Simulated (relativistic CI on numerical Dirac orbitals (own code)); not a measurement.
# Ir³⁺: 4d photoemission

Computed with this model: Dirac-Coulomb-Breit CI, separate exchange-only KLI orbitals for each configuration, a model potential for QED, valence Slater integrals scaled by 0.8, multiplet model of photoemission in the sudden approximation; configurations [Xe] 4f14 5d6 → [Kr] 4d9 4f14 5s2 5p6 5d6; 300 K; Lorentzian 4.9 eV and Gaussian 0.6 eV FWHM. Energies are those of the free ion, without screening or charge transfer. The energies are binding energies and can lie tens of eV above those of solids. S is read from ⟨S²⟩ = S(S + 1).

free ion: ground-state S = 1.85, centroid 349.68 eV. Peaks (eV, height): 342.8 (100), 359.2 (71).

Strongest unbroadened transitions for free ion:

```csv
Energy (eV),Relative strength
342.30,21.6
342.43,100.0
342.93,41.0
342.96,73.7
343.27,42.3
343.35,22.0
343.62,6.7
343.65,10.2
343.67,18.8
343.77,5.3
343.94,7.7
345.57,11.0
347.74,4.0
359.05,38.3
359.18,48.2
359.29,78.8
359.37,44.8
360.07,21.4
```
